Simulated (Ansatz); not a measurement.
Total energies of `C[O][Zn][F]`.

| atom | x (Å) | y (Å) | z (Å) |
| --- | --- | --- | --- |
| C1 | -0.293 | -0.411 | 0.934 |
| O2 | -0.717 | 0.091 | -0.306 |
| Zn3 | 0.334 | 0.687 | -1.582 |
| F4 | 1.262 | 1.303 | -2.917 |
| H5 | 0.342 | -1.301 | 0.837 |
| H6 | 0.253 | 0.332 | 1.529 |
| H7 | -1.181 | -0.701 | 1.505 |

The species carries charge 0 and has multiplicity 1. For Zn the d shell is correlated and the shells below it are frozen. Scalar relativity is left out up to krypton. The structure was optimised at the PBE0-D4/def2-TZVP level. It is one conformer, not always the lowest. Basis def2-TZVPP, Ansatz.

| functional | energy without D4 (Eh) | D4 term (kJ/mol) |
| --- | --- | --- |
| BLYP | -1994.54853 | -20.0 |
| ωB97M-V | -1994.33052 | – |

Problem. Give the same for LDA (SPW92), PBE, revPBE, r2SCAN, B97M-V, PBE0, B3LYP, r2SCANh, r2SCAN0, HSE06 (plane-wave form), BHLYP, CAM-B3LYP, LC-ωPBE, ωB97X-V, B2PLYP, PBE-QIDH. (An estimate is asked.)

Solution. The calculation gave: 
| functional | energy without D4 (Eh) | D4 term (kJ/mol) |
| --- | --- | --- |
| LDA (SPW92) | -1990.05833 | – |
| PBE | -1994.00267 | -8.9 |
| revPBE | -1994.30639 | -29.6 |
| r2SCAN | -1994.38125 | -2.2 |
| B97M-V | -1994.08020 | – |
| PBE0 | -1994.02150 | -7.4 |
| B3LYP | -1994.55242 | -14.4 |
| r2SCANh | -1994.35218 | -2.3 |
| r2SCAN0 | -1994.31080 | -2.5 |
| HSE06 (plane-wave form) | -1994.01032 | -6.9 |
| BHLYP | -1994.35501 | -10.7 |
| CAM-B3LYP | -1994.54490 | -7.5 |
| LC-ωPBE | -1994.14847 | – |
| ωB97X-V | -1994.25722 | – |
| B2PLYP | -1994.08305 | – |
| PBE-QIDH | -1993.74987 | – |

B3LYP takes the VWN-RPA correlation (the form of Gaussian; ORCA's B3LYP/G). HSE06 is the plane-wave form, built on full-range PBE exchange. The double hybrids freeze the cores in their second-order part.

LC-ωPBE has ω = 0.4 bohr⁻¹.
